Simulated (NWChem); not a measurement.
System: SnH$_{2}$, singlet; SMILES [SnH2]

```xyz
3

Sn     0.0000     0.0000     0.0483
H      1.2619     0.0000    -1.2082
H     -1.2619     0.0000    -1.2082
```
Atoms are numbered in this order, from 1.

Results from NWChem. Low-valent species are run as closed-shell singlets; no triplet was tried in these runs. Geometry: optimised at PBE0/def2-SVP. def2 effective core potentials on Sn; no spin-orbit coupling. Ions are spin-unrestricted doublets at the neutral geometry; other ion states weren't tried.

For level PBE/def2-SVP:

```
Item           Value
-------------  -----
−ε(HOMO) (eV)   5.61
```

### Question
What are these values for level PBE0/def2-SVP?

### Answer
The −ε(HOMO) (eV) comes out as 6.57.
